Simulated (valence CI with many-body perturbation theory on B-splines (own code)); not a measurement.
## E1 transitions of Mn V

Level of theory: valence CI with perturbative core correlation (CI+MBPT): three valence electrons over a frozen Dirac-Fock core [Ar], radial functions for each j: 7 s, 7 p, 8 d, 6 f, 4 g, 1 h, with the one-electron correlation potential Σ1 (screened to all orders), the two-electron term Σ2, the three-electron term Σ3, Breit, model QED; selected single and double excitations, second order for the rest, scaled by the run's own slope (own B-spline code, finite nucleus).

Set against measurement, 67 paired levels are off by 1039 cm⁻¹ on average, the worst by 1766. These come from a selection out of Corliss and Sugar, J. Phys. Chem. Ref. Data 6, 1253 (1977). Levels without a partner in it may be off by more, other configurations by 1,000 to 8,000 cm⁻¹. The list stops below the first excitations out of the core.

Lines 51 to 100 of 562 in falling wavelength, among levels below 297960 cm⁻¹, chosen from the strongest by gf and those to the six lowest levels. Wavelengths and rates use the calculated energies, so an error of 1000 cm⁻¹ moves a line at 1689 Å by 1.7 % and its rate by three times that or more. Electric multipoles are in the length gauge, E1 and E2 with the static RPA response of the core. Weak lines are less certain than strong ones. Lines between different terms over intervals too small for the method are left out, as are lines whose strength nearly cancels. Where a level lies close to another of its J and parity, the split of strength between their lines is uncertain. The highest levels of a list are the least certain.

Names give the largest LS component (configuration and term), which can be under half, so a name can repeat, a term be missing and a line seem to break the LS rules; names also repeat where a configuration has a term twice. Letters in brackets count levels of one name in rising energy.

| λ vac (Å) | λ from measured levels | Upper | Lower | A (s⁻¹) | log gf | Branch % |
| --- | --- | --- | --- | --- | --- | --- |
| 1693 |  | 3d²4p ²P°_1/2 [a] | 3d²4s ²P_3/2 | 2.61e+07 | -1.65 | 0.4 |
| 1689 | 1694 | 3d²4p ⁴F°_5/2 | 3d²4s ²F_7/2 | 5.43e+06 | -1.86 | 0.1 |
| 1687 | 1690 | 3d²4p ⁴G°_9/2 | 3d²4s ²F_7/2 | 6.09e+06 | -1.59 | 0.4 |
| 1686 |  | 3d²4p ²S°_1/2 | 3d²4s ⁴P_3/2 | 1.25e+07 | -1.97 | 0.3 |
| 1685 | 1688 | 3d²4p ⁴G°_7/2 | 3d²4s ²F_5/2 | 7.38e+06 | -1.60 | 0.5 |
| 1674 | 1678 | 3d²4p ⁴F°_3/2 | 3d²4s ²F_5/2 | 1.91e+07 | -1.49 | 0.3 |
| 1673 |  | 3d²4p ⁴D°_7/2 [b] | 3d²4s ²G_7/2 | 1.14e+06 | -2.42 | 0.0 |
| 1673 |  | 3d²4p ⁴D°_7/2 [b] | 3d²4s ²G_9/2 | 3.58e+06 | -1.92 | 0.1 |
| 1672 |  | 3d²4p ²D°_5/2 [b] | 3d²4s ²G_7/2 | 8.28e+05 | -2.68 | 0.0 |
| 1670 | 1674 | 3d²4p ⁴F°_7/2 | 3d²4s ²F_7/2 | 1.62e+06 | -2.27 | 0.0 |
| 1661 |  | 3d²4p ²S°_1/2 | 3d²4s ²D_3/2 | 1.08e+07 | -2.05 | 0.3 |
| 1659 | 1663 | 3d²4p ⁴F°_5/2 | 3d²4s ²F_5/2 | 7.18e+06 | -1.75 | 0.1 |
| 1649 | 1653 | 3d²4p ⁴F°_9/2 | 3d²4s ²F_7/2 | 3.11e+06 | -1.90 | 0.1 |
| 1649 |  | 3d²4p ⁴D°_3/2 [b] | 3d²4s ²P_1/2 | 3.00e+06 | -2.31 | 0.1 |
| 1645 |  | 3d²4p ⁴D°_5/2 [b] | 3d²4s ²P_3/2 | 6.46e+06 | -1.80 | 0.2 |
| 1640 | 1643 | 3d²4p ²F°_5/2 [a] | 3d²4s ²F_7/2 | 6.64e+06 | -1.79 | 0.2 |
| 1630 |  | 3d²4p ²D°_3/2 [b] | 3d²4s ²P_3/2 | 2.10e+06 | -2.48 | 0.0 |
| 1622 |  | 3d²4p ²G°_7/2 [b] | 3d²4s ²G_7/2 | 6.26e+08 | 0.30 | 7.3 |
| 1621 |  | 3d²4p ²G°_7/2 [b] | 3d²4s ²G_9/2 | 2.91e+07 | -1.04 | 0.3 |
| 1618 | 1621 | 3d²4p ²F°_7/2 [a] | 3d²4s ²F_7/2 | 4.28e+08 | 0.13 | 8.3 |
| 1618 |  | 3d²4p ²D°_3/2 [b] | 3d²4s ²P_1/2 | 9.80e+06 | -1.81 | 0.2 |
| 1618 |  | 3d²4p ²G°_9/2 [b] | 3d²4s ²G_7/2 | 8.86e+05 | -2.46 | 0.0 |
| 1617 |  | 3d²4p ²G°_9/2 [b] | 3d²4s ²G_9/2 | 6.68e+08 | 0.42 | 7.9 |
| 1615 |  | 3d²4p ²D°_5/2 [b] | 3d²4s ²P_3/2 | 1.24e+07 | -1.54 | 0.3 |
| 1611 |  | 3d²4p ⁴S°_3/2 | 3d²4s ⁴P_5/2 | 1.60e+08 | -0.60 | 1.8 |
| 1611 | 1614 | 3d²4p ²F°_5/2 [a] | 3d²4s ²F_5/2 | 5.20e+08 | 0.08 | 12.4 |
| 1601 | 1606 | 3d²4p ⁴D°_5/2 [a] | 3d²4s ²F_7/2 | 8.75e+07 | -0.70 | 1.3 |
| 1595 |  | 3d²4p ⁴S°_3/2 | 3d²4s ⁴P_3/2 | 1.64e+08 | -0.60 | 1.8 |
| 1591 | 1597 | 3d²4p ²D°_3/2 [a] | 3d²4s ²F_5/2 | 2.62e+08 | -0.40 | 4.4 |
| 1590 | 1593 | 3d²4p ²F°_7/2 [a] | 3d²4s ²F_5/2 | 2.30e+07 | -1.16 | 0.4 |
| 1587 |  | 3d²4p ⁴S°_3/2 | 3d²4s ⁴P_1/2 | 9.16e+07 | -0.86 | 1.0 |
| 1581 | 1585 | 3d²4p ⁴D°_7/2 [a] | 3d²4s ²F_7/2 | 1.79e+08 | -0.27 | 2.6 |
| 1573 | 1578 | 3d²4p ⁴D°_5/2 [a] | 3d²4s ²F_5/2 | 9.32e+07 | -0.68 | 1.4 |
| 1573 |  | 3d²4p ²P°_3/2 [a] | 3d²4s ⁴P_5/2 | 2.68e+08 | -0.40 | 3.8 |
| 1573 |  | 3d²4p ⁴S°_3/2 | 3d²4s ²D_3/2 | 2.97e+07 | -1.36 | 0.3 |
| 1570 | 1576 | 3d²4p ²D°_5/2 [a] | 3d²4s ²F_7/2 | 4.94e+08 | 0.04 | 9.9 |
| 1568 |  | 3d²4p ⁴S°_3/2 | 3d²4s ²D_5/2 | 2.93e+08 | -0.36 | 3.3 |
| 1564 | 1570 | 3d²4p ⁴D°_3/2 [a] | 3d²4s ²F_5/2 | 3.11e+08 | -0.34 | 5.0 |
| 1564 |  | 3d²4p ²F°_5/2 [b] | 3d²4s ⁴P_5/2 | 7.62e+06 | -1.78 | 0.1 |
| 1563 |  | 3d²4p ⁴P°_1/2 | 3d²4s ²P_3/2 | 1.14e+07 | -2.08 | 0.3 |
| 1561 | 1562 | 3d²4p ⁴G°_5/2 | 3d²4s ⁴F_7/2 | 9.29e+06 | -1.69 | 0.6 |
| 1559 |  | 3d²4p ²P°_3/2 [a] | 3d²4s ⁴P_3/2 | 5.51e+07 | -1.10 | 0.8 |
| 1557 | 1558 | 3d²4p ⁴G°_7/2 | 3d²4s ⁴F_9/2 | 8.36e+06 | -1.61 | 0.5 |
| 1556 |  | 3d²4p ⁴P°_3/2 | 3d²4s ²P_3/2 | 2.20e+06 | -2.50 | 0.1 |
| 1554 | 1558 | 3d²4p ⁴D°_7/2 [a] | 3d²4s ²F_5/2 | 8.91e+06 | -1.59 | 0.1 |
| 1551 |  | 3d²4p ²P°_3/2 [a] | 3d²4s ⁴P_1/2 | 1.20e+07 | -1.76 | 0.2 |
| 1550 |  | 3d²4p ²F°_5/2 [b] | 3d²4s ⁴P_3/2 | 2.28e+07 | -1.31 | 0.3 |
| 1547 | 1548 | 3d²4p ⁴G°_5/2 | 3d²4s ⁴F_5/2 | 1.67e+08 | -0.45 | 10.9 |
| 1540 | 1541 | 3d²4p ⁴G°_7/2 | 3d²4s ⁴F_7/2 | 2.14e+08 | -0.22 | 13.5 |
| 1538 | 1539 | 3d²4p ⁴G°_5/2 | 3d²4s ⁴F_3/2 | 5.35e+08 | 0.06 | 35.2 |
